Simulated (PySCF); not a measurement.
Computed shifts of a molecule C₆H₄N₂, PySCF with PBE/pcSseg-1, GIAO, gas phase, atoms alike by connectivity averaged where their shifts nearly agree, in ppm (number of nuclei): ¹⁵N: 379.8 (1), 331.7 (1). ¹³C: 157.7 (2), 131.4 (2), 124.8 (1), 124.3 (1). ¹H: 9.26 (2), 7.54 (2). References: ¹⁵N against NH3 (σ = 267.0 ppm); ¹³C against TMS (σ = 182.0 ppm); ¹H against TMS (σ = 31.49 ppm), references at their B3LYP-D3(BJ)/def2-TZVP geometries, non-relativistic. Coordinates come from a TPSSh-D3(BJ)/def2-SVP optimisation. Other conformers were not sampled.

Question: Which molecule gave these data?
(A) C#Cc1ccncn1
(B) N#Cc1ccncc1
(C) C#Cc1cnccn1
(D) N#Cc1cccnc1

Answer: B, N#Cc1ccncc1
